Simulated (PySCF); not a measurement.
# How methods differ on the excitation energy of Si

Si [Ne] 3s2 3p2 (3P) → Si [Ne] 3s2 3p1 4s1 (3P), as a difference of total energies. Computed with PySCF 2.14 in aug-cc-pwCVTZ, with no relativity, point nucleus. Correlated levels: valence: [Ne] frozen. The calculations carry no spin-orbit coupling.

```json
{"method": "UHF", "excitation energy (cm⁻¹)": "39247"}
{"method": "MP2 (valence)", "excitation energy (cm⁻¹)": "40793"}
{"method": "SCS-MP2 (valence)", "excitation energy (cm⁻¹)": "40500"}
{"method": "CCSD (valence)", "excitation energy (cm⁻¹)": "40805"}
{"method": "CCSD(T) (valence)", "excitation energy (cm⁻¹)": "40916"}
```

The promoted electron is Rydberg-like, and one or two diffuse shells describe it only roughly, which tends to raise the upper state.
